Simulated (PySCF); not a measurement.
H2I2OSi, SMILES I[SiH](I)O. Atoms are numbered in the order given.

```xyz
6

Si     0.4656     0.9907     0.0000
O     -0.3758     2.4268     0.0000
I     -0.0384    -0.3490    -2.0104
I     -0.0384    -0.3490     2.0104
H      1.9101     1.3554     0.0000
H     -1.3480     2.3536     0.0000
```
Charge 0, spin multiplicity 1.

The structure is a stationary point at PBE-D3(BJ)/def2-SVP. This is a generated structure with no PubChem entry under its InChIKey; it may be hypothetical. The def2 effective core potentials stand for the cores of I; spin–orbit coupling is left out. The values are those of a single conformer.

Computed with PySCF with PBE/def2-TZVP.

The molecule is in vacuum.

Computed frontier levels, gap, dipole moment and polarisability:
- highest occupied level = -6.52 eV
- lowest empty level = -2.28 eV
- orbital gap = 4.25 eV
- dipole moment = 0.188 e·Å
- quadrupole, principal values (traceless, Buckingham form, about the centre of nuclear charge) = -4.09, -1.22, 5.32 D·Å
- mean static polarisability = 95.8 bohr³ (14.20 Å³)
- polarisability, principal values = 72.7, 87.5, 127.3 bohr³
